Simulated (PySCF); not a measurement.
A structure optimised at ωB97X-D3(BJ)/def2-SVP, used in a PySCF frequency run:

```
C
H 1 1.1084
C 1 1.5583 2 109.92
H 3 1.1084 1 109.92 2 78.21
Si 3 1.8885 4 104.06 1 119.26
H 5 1.4915 3 111.02 4 175.93
H 5 1.4928 6 108.72 3 121.57
H 5 1.4943 6 108.45 7 118.61
Si 1 1.8885 2 104.06 3 119.26
H 9 1.4915 1 111.02 2 175.93
H 9 1.4928 10 108.72 1 121.57
H 9 1.4943 10 108.45 11 118.61
Si 3 1.8896 4 105.06 1 -125.41
H 13 1.4910 3 112.04 4 69.91
H 13 1.4921 14 109.07 10 131.09
H 13 1.4930 14 108.60 15 118.18
Si 1 1.8896 2 105.06 3 -125.41
H 17 1.4910 1 112.04 2 69.91
H 17 1.4921 18 109.07 6 131.09
H 17 1.4930 18 108.60 19 118.18
```

Write its SMILES, formula and point group.

[SiH3]C([SiH3])C([SiH3])[SiH3], C2H14Si4, C2

What are its rotational constants (standard atomic weights)?

1.5672, 0.94357, 0.91057 GHz
